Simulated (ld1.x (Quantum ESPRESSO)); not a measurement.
# samarium: one change to an RRKJ potential, before and after

- Element: samarium
- Generator: ld1.x (Quantum ESPRESSO) 7.5
- Type: norm-conserving RRKJ (Kleinman–Bylander form)
- Functional: Wu–Cohen
- Relativity: fully relativistic
- Frozen core: [Kr] 4d10 4f5
- Valence charge: 11
- Reference configuration: 5s2 5p6 5d1 6s0 6p0 (charge +2)
- Partial waves: 5p (bound): rc 2.40 bohr; 5d (bound): rc 2.10 bohr; 5s (bound): rc 1.65 bohr
- Local potential: the s channel
- Core correction: none
- rho0: 0.005

Open shells are filled in proportion to 2j + 1 (rel_dist='average').

Change: scalar-relativistic.

Cutoffs: the cutoffs (Ry, on a coarse ladder) from which the occupation-weighted sum of valence levels, in a spherical-Bessel basis at the reference potential, stays within 10 and 1 mRy of its value at 400 Ry; they do not see the model core or the augmentation charge, which bear on the density cutoff. Errors are all-electron minus pseudo energies relative to the spin-unpolarised reference configuration.

Problem. How do hardness, ghosts and transferability respond?

Solution. The potential gets neither clearly harder nor softer (50 Ry and 90 Ry → 50 Ry and 90 Ry); the bound ghost in p disappears; of the 7 tests that both files solve, the error grows in 1 and shrinks in 0 by more than 15 % and 0.3 meV (median size 261.8 → 267.5 meV).

| quantity | base | changed |
| --- | --- | --- |
| cutoff, loose | 50 Ry | 50 Ry |
| cutoff, tight | 90 Ry | 90 Ry |
| loose cutoff by channel (10 mRy a level) | p 12 Ry, d 15 Ry, s 45 Ry | p 12 Ry, d 12 Ry, s 45 Ry |
| bound ghosts | p1/2 | none |
| error for 5s2 5p6 5d1 6s2 6p0, meV [ΔE -18.14 eV] | +262 | +268 |
| error for 5s2 5p6 5d1 6s1 6p0, meV [ΔE -11.66 eV] | +166 | +170 |
| error for 5s2 5p6 5d0 6s0 6p0, meV [ΔE 19.65 → 19.66 eV] | -21 | -23 |
| error for 5s2 5p5 5d1 6s2 6p0, meV [ΔE 12.93 → 12.78 eV] | +413 | +402 |
| error for 5s2 5p6 5d1 6s0 6p1, meV [ΔE -8.24 → -8.23 eV] | +35 | +57 |
| error for 5s2 5p6 5d0 6s2 6p0, meV [ΔE -11.89 eV] | +387 | +394 |
| error for 5s2 5p6 5d0 6s2 6p1, meV [ΔE -16.10 → -16.08 eV] | +362 | +385 |
| s: phases at 2.60 bohr within 0.05 rad from the reference energy up to (Ry; the scan ends near 5) | -1.1 | -1.1 |

 A true bound ghost makes a file unfit for plane-wave use even where its test errors are small: the radial tests pick states by their node count and pass the ghost by.
